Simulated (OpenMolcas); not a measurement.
## What dynamic correlation does to the levels of Ag VII

```json
{"Program": "OpenMolcas", "Basis": "ANO-RCC-VTZP [7s6p4d2f1g]", "Scalar Hamiltonian": "DKH2, point nucleus", "Active space": "5 electrons in 5 orbitals (4d)", "State averaging": "2S+1 = 6 even, 1 root; 2S+1 = 4 even, 24 roots; 2S+1 = 2 even, 75 roots", "Spin-orbit coupling": "RASSI with atomic mean-field integrals over the reference wave functions, term energies averaged over their components"}
```

Methods on the same reference wave functions:
A. CASSCF
B. SS-CASPT2, IPEA 0.25 Eh, imaginary shift 0.1 Eh (closed shells correlated: 4s 4p)
C. MS-CASPT2, IPEA 0.25 Eh, imaginary shift 0.1 Eh (closed shells correlated: 4s 4p)
D. XMS-CASPT2, IPEA 0.25 Eh, imaginary shift 0.1 Eh (closed shells correlated: 4s 4p)

Energies in cm⁻¹ above 4d⁵ ⁶S_5/2, the measured ground level; measured values from the list in Gamrath, thesis, University of Mons (2023).

```csv
Level,A,B,C,D,Measured
4d⁵ ⁶S_5/2,0.0,0.0,0.0,0.0,0.0
4d⁵ ⁴G_5/2,34938,31380,31380,30960,29390
4d⁵ ⁴G_7/2,35645,32240,32240,31870,30378
4d⁵ ⁴G_11/2,35833,32510,32510,32150,30662
4d⁵ ⁴G_9/2,36038,32710,32710,32350,30907
4d⁵ ⁴P_3/2 [55 %],39768,34960,34960,34410,32994
4d⁵ ⁴P_1/2 [68 %],41188,36500,36500,35920,34605
4d⁵ ⁴D_7/2,43750,38430,38430,38020,36485
4d⁵ ⁴D_1/2 [69 %],45576,40480,40480,40010,38685
4d⁵ ⁴D_5/2 [56 %],46264,41150,41150,40660,39299
4d⁵ ⁴D_3/2 [55 %],46533,41540,41540,41030,
4d⁵ ²I_11/2,50764,47030,47030,46420,44011
4d⁵ ²I_13/2,52061,48450,48450,47880,45546
4d⁵ ²D_3/2(1) [55 %],57010,50810,50810,50060,
4d⁵ ⁴F_9/2 [65 %],58302,52080,52080,51410,49104
4d⁵ ⁴F_5/2,60055,53870,53870,53090,51049
4d⁵ ²F_7/2(1) [52 %],61734,55860,55860,55150,
4d⁵ ²H_9/2 [51 %],62551,56940,56940,56140,
4d⁵ ⁴F_3/2 [55 %],62703,56500,56500,55670,
4d⁵ ²G_7/2(1),65641,59070,59070,58250,
4d⁵ ²H_11/2,65896,61030,61030,60160,57962
4d⁵ ²F_7/2(2),70373,62780,62780,62270,59792
4d⁵ ²S_1/2,76464,67100,67100,66360,
4d⁵ ²D_3/2(2),84852,75510,75510,74590,
```

Deviations, from unrounded energies. A percentage is the sum of absolute deviations over the sum of measured energies, with the sign that they share, or ± where signs differ.

```csv
Against measurement,Levels,A,B,C,D
mean absolute deviation (cm-1),15,7000,2300,2300,1800
other terms of the ground configuration (%),15,+17.3,+5.7,+5.7,+4.4
```

D lies closest to measurement on these levels and A furthest from it. The largest miss of D in the table is 4d⁵ ²F_7/2(2), by +2500 cm-1. The ranking rests on the paired levels alone, and a cruder setting can come out closer through cancelling errors.

Among B to D the level of the table that moves most is 4d⁵ ²D_3/2(2), by 920 cm-1 (lowest in D, highest in B). Moves below CASPT2's spread within the term are not significant.

The mean deviations of B to D differ by less than CASPT2's widest spread within a term (1100 cm-1), so their order carries little weight.

From A to B the spin-free energies of the other terms of 4d⁵ shown, above ⁶S, scale by factors of 0.88 to 0.93, as is usual when dynamic correlation screens the repulsion within a d or f shell.

The lowest spin-free term lies below A's lowest term by 0.314 hartree in B, 0.314 hartree in C, 0.314 hartree in D.

CASPT2 does not keep the components of a term degenerate, so their means are used; among the terms shown or strongly mixed into the levels shown the widest spread is 1100 cm-1 (4d⁵ ⁴G, D). Without dynamic correlation excited terms often stand tens of per cent too high (terms of higher spin than the ground term too low), and those without a measured partner can miss by more than the paired ones (holds for A). Blocks of more than 70 roots (2S+1 = 2 even) ran without multistate coupling (holds for C). The CASPT2 spread within a term exceeds the gap to the next term for 4d⁵ ⁴F and 4d⁵ ²F(1), 4d⁵ ²G(1) and 4d⁵ ²H, so the order of their levels is uncertain, and so are names and mixing where such terms share a J (holds for D). Computed and measured levels are paired by configuration, term and J; levels that our copy of the source lacks, or whose pairing is in doubt (as where it misses far off the trend of its configuration), stay unpaired and out of the deviations. Levels of configurations outside the active space are missing. Levels that lie high or do not pair safely by name in every column are left out.

A share in square brackets marks a mixed level and gives the weight of the term that names it, the lowest over the columns. A number in round brackets counts repeated terms of one configuration in the order of the reference energies.
